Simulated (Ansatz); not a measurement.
Job for Ansatz (a program for electronic structure): R-wB97X-V/def2-TZVPPD on BH6NO3 (a complex), monomers drawn apart or pushed together. Files ending in .json are basis or fitting sets from the Basis Set Exchange.

Ansatz 0.2 input:
```yaml
crystal:
  periodic: [false, false, false]
  atoms:
    - {symbol: O, position_ang: [-0.00238246, -0.57182165, -1.19766515]}
    - {symbol: B, position_ang: [-0.15521205, -0.19618015, 0.11023842]}
    - {symbol: O, position_ang: [-1.36114706, 0.38326404, 0.47839581]}
    - {symbol: O, position_ang: [0.87793735, -0.41176198, 0.96646611]}
    - {symbol: H, position_ang: [-0.78684169, -0.37711461, -1.71828124]}
    - {symbol: H, position_ang: [-1.39826234, 0.62138552, 1.40847667]}
    - {symbol: H, position_ang: [0.69823798, -0.11936347, 1.88130217]}
    - {symbol: N, position_ang: [0.37236747, 0.40336547, 3.50482219]}
    - {symbol: H, position_ang: [0.27309403, 1.39665757, 3.68434960]}
    - {symbol: H, position_ang: [-0.34088703, -0.07955219, 4.04029768]}
    - {symbol: H, position_ang: [1.27140928, 0.12010458, 3.88118810]}
basis:
  gaussian:
    orbitals: def2-TZVPPD.json
hamiltonian:
  xc: {name: wB97X-V}
scf: {lower_state_search: off}
```

The head of its log:

```
WARN ansatz: RAYON_NUM_THREADS=1 ignored (pool sized by the plan → 1); use --threads N
Functional definition: wB97X-V
these checks for a lower state are left out or cut short: stability, starts, cluster_reference, orbital_swaps, neighbouring_geometries, increment
integrals: 0.30 GiB planned
1250 factors; their error is unknown
integrals: 0.33 GiB planned
412 factors; integrals over basis functions are off by at most 1.9e-5 eV
mean field: 1.83 GiB planned
mean field evaluation 1: about -8400.7528 eV, gradient 8.0e1 eV
mean field evaluation 2: about -8402.0672 eV, gradient 7.7e1 eV
```

Problem. What total energy does the run end on?

Solution. -309.0979 hartree.
